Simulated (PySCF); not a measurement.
A run for PySCF: D3(BJ) and D4 dispersion corrections on H2OSn (SMILES [OH][SnH]), a point of a torsion scan.

```python
from pyscf import gto
from pyscf.dispersion import dftd3, dftd4

mol = gto.M(
    atom='''
    O    -1.05282930    0.15843974    0.27099555
    Sn    0.77163901    0.89520097   -0.14272231
    H    -1.60108827   -0.47642157   -0.18505391
    H     1.53024727   -0.59969240   -1.06563418
    ''',
    basis='def2-svp',
    charge=0, spin=0, verbose=0, max_memory=1800)
d3, d4 = {}, {}
for xc in ['hf', 'pbe', 'blyp', 'revpbe', 'tpss', 'r2scan', 'b3lyp', 'pbe0', 'bhlyp', 'camb3lyp', 'b2plyp']:
    d3[xc] = float(dftd3.DFTD3Dispersion(mol, xc=xc, version='d3bj', atm=False).get_dispersion()['energy'])
    print(f'D3(BJ) {xc:10s} {d3[xc]:14.8f} Eh')
for xc in ['hf', 'pbe', 'blyp', 'revpbe', 'tpss', 'r2scan', 'b3lyp', 'pbe0', 'bhlyp', 'camb3lyp', 'b2plyp']:
    d4[xc] = float(dftd4.DFTD4Dispersion(mol, xc={'camb3lyp': 'cam-b3lyp'}.get(xc, xc), atm=True).get_dispersion()['energy'])
    print(f'D4     {xc:10s} {d4[xc]:14.8f} Eh')
```

Output:

```
D3(BJ) hf            -0.01736764 Eh
D3(BJ) pbe           -0.00178322 Eh
D3(BJ) blyp          -0.00415417 Eh
D3(BJ) revpbe        -0.00439255 Eh
D3(BJ) tpss          -0.00231604 Eh
D3(BJ) r2scan        -0.00045417 Eh
D3(BJ) b3lyp         -0.00345201 Eh
D3(BJ) pbe0          -0.00159676 Eh
D3(BJ) bhlyp         -0.00296798 Eh
D3(BJ) camb3lyp      -0.00155057 Eh
D3(BJ) b2plyp        -0.00172846 Eh
D4     hf            -0.00703175 Eh
D4     pbe           -0.00192411 Eh
D4     blyp          -0.00429513 Eh
D4     revpbe        -0.00554695 Eh
D4     tpss          -0.00258957 Eh
D4     r2scan        -0.00040202 Eh
D4     b3lyp         -0.00318461 Eh
D4     pbe0          -0.00159957 Eh
D4     bhlyp         -0.00265158 Eh
D4     camb3lyp      -0.00163513 Eh
D4     b2plyp        -0.00131166 Eh
```

The run finished.

Cost: around 0.03 core-seconds (rough).
